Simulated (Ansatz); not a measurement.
Al(PH3)Cl3 (AlPH₃Cl₃). Total charge 0; triplet. Geometry PBE-D4/def2-SVP, that of the neutral singlet; atoms count from 1.

```xyz
8

Al   -0.037   -0.913    1.023
P     0.030    0.741   -0.835
H     1.210    0.803   -1.634
H    -0.112    2.121   -0.501
H    -0.955    0.636   -1.862
Cl    1.668   -0.249    2.105
Cl    0.148   -2.701   -0.109
Cl   -1.952   -0.438    1.812
```

At PBE0-D4/def2-TZVP a singlet of charge 0 lies 6.20 eV below the triplet at the same geometry.

Problem. Estimate the Mulliken populations from the PBE0/def2-TZVP orbitals of Ansatz.

Solution. 
```json
{"atom": "Al1", "charge (e)": "0.47", "spin (α − β)": "0.12"}
{"atom": "P2", "charge (e)": "-0.16", "spin (α − β)": "1.08"}
{"atom": "H3", "charge (e)": "0.06", "spin (α − β)": "0.19"}
{"atom": "H4", "charge (e)": "0.05", "spin (α − β)": "0.21"}
{"atom": "H5", "charge (e)": "0.14", "spin (α − β)": "-0.01"}
{"atom": "Cl6", "charge (e)": "-0.20", "spin (α − β)": "0.11"}
{"atom": "Cl7", "charge (e)": "-0.18", "spin (α − β)": "0.15"}
{"atom": "Cl8", "charge (e)": "-0.18", "spin (α − β)": "0.15"}
```
Mulliken values depend strongly on the basis.

Problem. Where does the spin sit?

Solution. Summed by element: Al 0.12, P 1.08, H 0.39, Cl 0.41, of 2 unpaired in all. Largest on single atoms: P2 1.08, H4 0.21, H3 0.19.

Problem. And the Mayer bond orders between heavy atoms (over 0.3)?

Solution. Al1–P2 0.63 (2.49 Å); Al1–Cl6 1.12 (2.13 Å); Al1–Cl7 1.11 (2.12 Å); Al1–Cl8 1.11 (2.13 Å).
